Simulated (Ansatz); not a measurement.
Isolated molecules relaxed with PBE0-D4/def2-TZVP in Ansatz; ΔE leaves out vibrations. CCSD(T)/CBS adds triple-zeta CCSD(T) − MP2 to the extrapolated MP2 energy (def2 sets, frozen cores). This one scheme is used for every species. Functionals use def2-TZVPP. B3LYP here is the variant with VWN-RPA as its local correlation; programs differ in this. One conformer a species, not always the lowest.

Consider the formal exchange of groups at a B–S bond: `FB(S)S` + `BOCCS` → `BOB(F)S` + `SCCS`.

(1) Is it downhill or uphill in electronic energy at CCSD(T)/CBS, and by how much? (Estimate.)

(2) What do these levels give: PBE0-D4, B3LYP-D4, ωB97X-V, PBE, PBE0, HF/def2-TZVPP, SCS-MP2/def2-TZVPP, CCSD/def2-TZVPP, MP2/def2-QZVPP, HF/CBS(def2), MP2/CBS(def2), CCSD/CBS(def2)? (Estimate.)

Largest T1 diagnostic among the species: 0.014.

Results:

(1) The calculation gave: Downhill: ΔE = -70.7 kJ/mol.

(2) Ansatz gave: PBE0-D4 -64.1, B3LYP-D4 -67.3, ωB97X-V -64.5, PBE -55.2, PBE0 -61.6, HF/def2-TZVPP -75.3, SCS-MP2/def2-TZVPP -68.8, CCSD/def2-TZVPP -68.2, MP2/def2-QZVPP -73.3, HF/CBS(def2) -77.0, MP2/CBS(def2) -74.6, CCSD/CBS(def2) -72.5 kJ/mol.

From PBE to PBE0 (25 % exact exchange), in def2-TZVPP and without D4, ΔE moves by −6.5 kJ/mol. In def2-TZVPP, CCSD(T) changes the Hartree–Fock value by +8.8 kJ/mol (the triples alone add +1.8 kJ/mol) and MP2 by +4.9 kJ/mol.
